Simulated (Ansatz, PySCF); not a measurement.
System: GaBr (charge 0, singlet). SMILES: [Br][Ga]
Geometry from a B3LYP-D3(BJ)/def2-TZVP (Ansatz, a first-principles code) optimisation:
```xyz
2

Ga     0.0000     0.0000    -1.2726
Br     0.0000     0.0000     1.1272
```
Charge 0, spin multiplicity 1.

Wanted: atomisation energy (electronic, to ground-state atoms), in eV. Correlated levels leave the core frozen unless marked. Open shells are spin-unrestricted. No spin-orbit coupling. The frozen core is the preceding noble-gas configuration, with the filled d and f shells of earlier blocks. Non-relativistic. The coupled-cluster limit lacks core correlation, which all-electron functionals hold. CBS marks a two-point X^-3 extrapolation of the correlation energy; Hartree-Fock from the larger set (for Q and 5 zeta extrapolated as (X+1)exp(-9√X)).

| level | program | atomisation energy (eV) |
|---|---|---|
| M06-L-D4/def2-TZVPD | PySCF + dftd4 | [?] |
| r2SCANh/def2-TZVPD | Ansatz | 4.43 |
| MN15/def2-TZVPD | PySCF | 4.33 |
| HSE06-D3(BJ)/def2-TZVPD | Ansatz + dftd3 | 4.43 |
| LC-wPBE/def2-TZVPD | Ansatz | [?] |
| SCS-MP2/aug-cc-pVDZ | Ansatz | 4.12 |
| CCSD/def2-TZVPP | Ansatz | [?] |
| CCSD/def2-QZVPPD | Ansatz | [?] |
| CCSD(T)/CBS(cc-pVQZ,cc-pV5Z) | Ansatz | 4.41 |

Q: Complete the blanks.

A: 
- M06-L-D4/def2-TZVPD, atomisation energy (eV): 4.40
- LC-wPBE/def2-TZVPD, atomisation energy (eV): 4.19
- CCSD/def2-TZVPP, atomisation energy (eV): 4.13
- CCSD/def2-QZVPPD, atomisation energy (eV): 4.20
